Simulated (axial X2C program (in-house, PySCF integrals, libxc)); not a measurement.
# Spin–orbit effects down a group: molecules with Sn (ions), MP2

All values come from calculations with an axial X2C code built on PySCF integrals, spin-free (one-electron X2C) or two-component (2c: spin–orbit coupling with atomic mean-field Coulomb and Gaunt terms, which also bring small scalar terms), in Dyall basis sets with cores contracted in-house; open shells are unrestricted.

Basis sets: Br dyall-cv3z, Cl dyall-av3z, F dyall-av3z, I dyall-cv3z, Sn dyall-cv3z. Frozen shells (counts by l): SnF⁺ Sn 4s3p2d, F 1s, 10 electrons correlated; SnCl⁺ Sn 4s3p2d, Cl 2s1p, 10 electrons correlated; SnBr⁺ Sn 4s3p2d, Br 3s2p1d, 10 electrons correlated; SnI⁺ I 4s3p2d, Sn 4s3p2d, 10 electrons correlated. Where the outer core of a metal is frozen, bonds come out longer and ionisation energies lower.

```
molecule  spin-free state  Re (Å)  ωe (cm⁻¹)  De (eV)  2c state  Re 2c (Å)  ωe 2c (cm⁻¹)  De 2c (eV)
    SnF⁺   M_S = 0, Λ = 0   1.886      688.0     5.50     Ω = 0      1.886         687.7        5.18
   SnCl⁺   M_S = 0, Λ = 0   2.275      430.0     4.21     Ω = 0      2.275         429.7        3.87
   SnBr⁺   M_S = 0, Λ = 0   2.407      305.3     3.78     Ω = 0      2.409         304.5        3.34
    SnI⁺   M_S = 0, Λ = 0   2.607      245.8     3.37     Ω = 0      2.611         243.4         n/a
```

Fragments in 2c: Sn+ + F, Sn+ + Cl, Sn+ + Br, I + Sn+. Each entry is the lowest single determinant of a limited PBE0 search at one distance. De goes to single-determinant-based atoms at the same level (for ions the charge split of lowest energy) and is withheld (n/a) where an atom does not fit its ground term or J level. Main or longest-lived isotopes.
